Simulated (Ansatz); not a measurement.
Cost and result up the ladder for Zn₃Se₃ (the lowest singlet isomer of a short search) (6 atoms). The state is a singlet with charge 0. Geometry: PBE-D4/def2-SVP.

```csv
atom,x (Å),y (Å),z (Å)
Zn1,1.0917,-0.4314,1.1530
Zn2,0.1427,1.4481,-0.7658
Zn3,-1.2338,-1.0176,-0.3878
Se4,1.9784,1.6360,0.6252
Se5,-1.7551,0.6952,-1.8488
Se6,-0.2239,-2.3302,1.2241
```

Ansatz on 4 threads of Arm Neoverse V2 on a shared host. Times are rough, and most runs start from the orbitals of an earlier one. CAM-B3LYP-D4/def2-TZVP serves as the yardstick here, not as an exact answer. Differences are given only for rows in sets of like size (and for xTB, whose basis is part of the method), since another set adds its own error. Binding counts from free atoms at the same level (Zn singlet, Se triplet; other spins of the atoms weren't run), without zero-point energy or a counterpoise term.

Correlated methods freeze 54 core orbitals; core or outer-core shells of Se are correlated, in sets that lack core-valence functions. The structure comes from a short search, and lower isomers may exist.

Correlated methods converge slowly with the basis.

| level | functions | wall time |
| --- | --- | --- |
| PBE-D4/def2-SVP | 189 | 3.4 s |
| PBE-D4/def2-TZVP | 288 | 7.5 s |
| PBE0-D4/def2-SVP | 189 | 8 s |
| HF/STO-3G | 108 | 10 s |
| PBE-D4/def2-TZVPD | 324 | 11 s |
| r2SCAN-D4/def2-TZVP | 288 | 16 s |
| HF/def2-TZVP (with forces) | 288 | 16 s |
| RPA@PBE/def2-TZVP | 288 | 16 s |
| HF/def2-TZVPD | 324 | 16 s |
| CAM-B3LYP-D4/def2-TZVP | 288 | 19 s |
| MP2/def2-TZVP | 288 | 19 s |
| PBE0-D4/def2-TZVP | 288 | 22 s |
| PBE0-D4/def2-TZVPD | 324 | 23 s |
| B97M-V/def2-TZVP | 288 | 26 s |

(1) Estimate what each level gives for the binding energy per atom (eV).

Answers

(1) 
```json
{"level": "PBE-D4/def2-SVP", "binding energy per atom (eV)": "2.31", "difference from CAM-B3LYP-D4/def2-TZVP (eV)": "–"}
{"level": "PBE-D4/def2-TZVP", "binding energy per atom (eV)": "2.16", "difference from CAM-B3LYP-D4/def2-TZVP (eV)": "0.17"}
{"level": "PBE0-D4/def2-SVP", "binding energy per atom (eV)": "2.26", "difference from CAM-B3LYP-D4/def2-TZVP (eV)": "–"}
{"level": "HF/STO-3G", "binding energy per atom (eV)": "2.48", "difference from CAM-B3LYP-D4/def2-TZVP (eV)": "–"}
{"level": "PBE-D4/def2-TZVPD", "binding energy per atom (eV)": "2.16", "difference from CAM-B3LYP-D4/def2-TZVP (eV)": "0.17"}
{"level": "r2SCAN-D4/def2-TZVP", "binding energy per atom (eV)": "2.24", "difference from CAM-B3LYP-D4/def2-TZVP (eV)": "0.25"}
{"level": "HF/def2-TZVP (with forces)", "binding energy per atom (eV)": "1.32", "difference from CAM-B3LYP-D4/def2-TZVP (eV)": "-0.67"}
{"level": "RPA@PBE/def2-TZVP", "binding energy per atom (eV)": "1.80", "difference from CAM-B3LYP-D4/def2-TZVP (eV)": "-0.20"}
{"level": "HF/def2-TZVPD", "binding energy per atom (eV)": "1.32", "difference from CAM-B3LYP-D4/def2-TZVP (eV)": "-0.67"}
{"level": "CAM-B3LYP-D4/def2-TZVP", "binding energy per atom (eV)": "1.99", "difference from CAM-B3LYP-D4/def2-TZVP (eV)": "0.00"}
{"level": "MP2/def2-TZVP", "binding energy per atom (eV)": "2.19", "difference from CAM-B3LYP-D4/def2-TZVP (eV)": "0.20"}
{"level": "PBE0-D4/def2-TZVP", "binding energy per atom (eV)": "2.16", "difference from CAM-B3LYP-D4/def2-TZVP (eV)": "0.17"}
{"level": "PBE0-D4/def2-TZVPD", "binding energy per atom (eV)": "2.16", "difference from CAM-B3LYP-D4/def2-TZVP (eV)": "0.17"}
{"level": "B97M-V/def2-TZVP", "binding energy per atom (eV)": "2.02", "difference from CAM-B3LYP-D4/def2-TZVP (eV)": "0.03"}
```
